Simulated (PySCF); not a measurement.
GeH3ITe. Atoms are numbered in the order given.

```xyz
6

Te     1.1090    -0.4583     0.0000
I     -0.4455     1.8206     0.0000
Ge    -0.9421    -2.0494     0.0000
H     -0.3510    -3.4744     0.0000
H     -1.7795    -1.8024     1.2666
H     -1.7795    -1.8024    -1.2666
```

Geometry: B3LYP-D3(BJ)/def2-SVP. The structure was generated by enumeration, and PubChem lists no compound with its InChIKey, so it may never have been made. The def2 effective core potentials stand for the cores of I, Te; spin–orbit coupling is left out.

Computed with HF/def2-TZVPD run with PySCF.

Mulliken values depend strongly on the basis, most of all with diffuse functions as here. ESP charges are fitted to the potential on shells at 1.4 to 2.0 van der Waals radii. Atomic charges (e):

| atom | ESP fit | Mulliken |
|---|---|---|
| Te1 | -0.02 | 0.00 |
| I2 | -0.09 | -0.14 |
| Ge3 | 0.11 | -0.10 |
| H4 | 0.03 | 0.08 |
| H5 | -0.01 | 0.08 |
| H6 | -0.01 | 0.08 |
